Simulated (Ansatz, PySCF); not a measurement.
Gas-phase reaction in SMILES: O[Si](Cl)Cl → [O][SiH](Cl)Cl
Each molecule is optimised on its own at B3LYP-D3(BJ)/def2-TZVP (Ansatz, an electronic-structure program), one conformer each, not searched for the lowest. Frequencies are from Ansatz or PySCF.

Property: isomerisation energy (enthalpy at 298 K, with B3LYP-D3(BJ) rigid-rotor harmonic-oscillator terms), in eV. Valence correlation only, unless marked. UHF or UKS for open shells. Spin-orbit coupling is left out. Non-relativistic. Basis-set limits of correlation are two-point, X^-3; Hartree-Fock from the larger set.

```
level                                 program  isomerisation energy (eV)
------------------------------------  -------  -------------------------
BLYP/def2-TZVPD                        Ansatz                       1.21
B97M-V/def2-TZVPD                      Ansatz                       1.08
wB97X-V/def2-TZVPD                     Ansatz                       1.11
SCS-MP2/6-31G                          Ansatz                       1.50
CCSD(T)/CBS(cc-pV(T+d)Z,cc-pV(Q+d)Z)   Ansatz                          …
```

### Question
What belongs in the gaps?

### Answer

- CCSD(T)/CBS(cc-pV(T+d)Z,cc-pV(Q+d)Z), isomerisation energy (eV): 1.25
